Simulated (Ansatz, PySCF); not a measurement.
This Ansatz (a first-principles code) input computes a BLYP/def2-TZVPD energy:

Ansatz 0.2 input:
```yaml
crystal:
  periodic: [false, false, false]
  atoms:
    - {symbol: N, position_ang: [-1.11030711, 0.16665959, -0.15104767]}
    - {symbol: C, position_ang: [0.45712151, 0.32590879, -0.04544197]}
    - {symbol: O, position_ang: [1.08125206, -0.60514346, 0.26790685]}
    - {symbol: H, position_ang: [-1.35273715, -0.80107113, 0.08990419]}
    - {symbol: H, position_ang: [-1.59255276, 0.80418571, 0.49305279]}
    - {symbol: H, position_ang: [0.76560723, 1.34681413, -0.29461894]}
    - {symbol: H, position_ang: [-1.44091304, 0.36914904, -1.10160728]}
basis:
  gaussian:
    orbitals: def2-TZVPD
hamiltonian:
  xc: {name: BLYP}
total_charge: 1
output: {forces: true}
```

Write an input for the same energy in PySCF and say what it gives.


```python
from pyscf import gto, scf, dft

mol = gto.M(
    atom='''
    N    -1.11030711    0.16665959   -0.15104767
    C     0.45712151    0.32590879   -0.04544197
    O     1.08125206   -0.60514346    0.26790685
    H    -1.35273715   -0.80107113    0.08990419
    H    -1.59255276    0.80418571    0.49305279
    H     0.76560723    1.34681413   -0.29461894
    H    -1.44091304    0.36914904   -1.10160728
    ''',
    basis='def2-tzvpd',
    charge=1,
    spin=0,
    verbose=4,
)

mf = dft.RKS(mol, xc='blyp').density_fit(auxbasis='def2-universal-jkfit')
mf.grids.level = 3
mf.conv_tol = 1e-9
mf.max_cycle = 100
mf.max_memory = 1500
mf.kernel()
if not mf.converged:
    mf = mf.newton()
    mf.kernel(mf.make_rdm1())
mf.analyze()
```
It gives -170.22842 Eh, and Ansatz -170.22832 Eh, a difference of 0.10 mEh, from the treatment of integrals and grids.

It need not be the lowest isomer of its formula.
